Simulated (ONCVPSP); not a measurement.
# Reading a pseudo-wave (Rb)

Columns: radius, all-electron u(r) and pseudo u(r) of the 4s shell (level -33.17 eV) of rubidium in the configuration [Ar] 3d10 4s2 4p6 5s0.75; PBE, scalar-relativistic, ONCV scheme, ONCVPSP 4.0.1.

| r (bohr) | all-electron | pseudo |
| --- | --- | --- |
| 0.132 | 0.2935 | 0.1457 |
| 0.265 | -0.2527 | 0.2878 |
| 0.398 | -0.4780 | 0.4207 |
| 0.530 | -0.2484 | 0.5392 |
| 0.663 | 0.1328 | 0.6414 |
| 0.795 | 0.4775 | 0.7228 |
| 0.928 | 0.7274 | 0.7829 |
| 1.060 | 0.8746 | 0.8197 |
| 1.193 | 0.9388 | 0.8339 |
| 1.325 | 0.9405 | 0.8265 |
| 1.458 | 0.9001 | 0.7998 |
| 1.590 | 0.8346 | 0.7574 |
| 1.723 | 0.7553 | 0.7023 |
| 1.855 | 0.6721 | 0.6395 |
| 1.988 | 0.5894 | 0.5719 |
| 2.120 | 0.5119 | 0.5039 |
| 2.252 | 0.4408 | 0.4380 |
| 2.385 | 0.3765 | 0.3759 |
| 2.518 | 0.3198 | 0.3197 |
| 2.650 | 0.2707 | 0.2707 |
| 2.782 | 0.2283 | 0.2283 |
| 2.915 | 0.1917 | 0.1917 |
| 3.048 | 0.1605 | 0.1605 |
| 3.180 | 0.1342 | 0.1342 |
| 3.312 | 0.1121 | 0.1121 |
| 3.445 | 0.0933 | 0.0932 |

Problem. How many radial nodes do the two functions have?

Solution. The all-electron 4s function has n − l − 1 = 3 (the table is too coarse to show those close to the nucleus); the pseudo-wave has 0, since the states of the same l below it are removed with the core.

Problem. At about which radius was the pseudo-wave matched?

Solution. 2.65 bohr, where the columns begin to agree (steps of 0.13 bohr).

Problem. Where does each function peak?

Solution. Outermost all-electron maximum near 1.32 bohr, pseudo maximum near 1.19 bohr (to the table’s step).

Problem. Is the pseudo-wave norm-conserving?

Solution. Yes: the ONCV scheme keeps the norm inside the radius equal to the all-electron one, which fixes the energy derivative of the logarithmic derivative at the level.
